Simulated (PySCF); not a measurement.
C3H9ClSi2, SMILES [SiH3]/C([SiH2]Cl)=C/C. Geometry optimised at PBE0-D3(BJ)/def2-SVP. The structure was generated by enumeration; whether it is a known compound was not checked. The values are those of a single conformer.

Q: Give the equilibrium geometry at PBE0-D3(BJ)/def2-SVP (PySCF confirms it by a frequency run) as a Z-matrix. (The exact figures need the calculation; the answer reports its results.)

A: Several could match; the one computed here: 
```
C
C 1 1.3506
H 2 1.1014 1 118.54
C 2 1.4907 3 114.01 1 179.62
H 4 1.0987 2 113.44 3 -179.05
H 4 1.1029 5 108.85 2 123.22
H 4 1.1029 5 107.70 6 114.83
Si 1 1.8662 2 122.30 3 -179.13
H 8 1.4903 1 109.26 2 178.68
H 8 1.4916 9 109.55 1 123.72
Si 1 1.8740 2 119.71 3 0.75
H 11 1.4957 1 109.28 2 -0.66
H 11 1.4959 12 109.45 3 -121.17
H 11 1.4967 12 109.15 13 -117.13
Cl 8 2.0810 9 107.31 10 115.56
```
Charge 0, spin multiplicity 1.
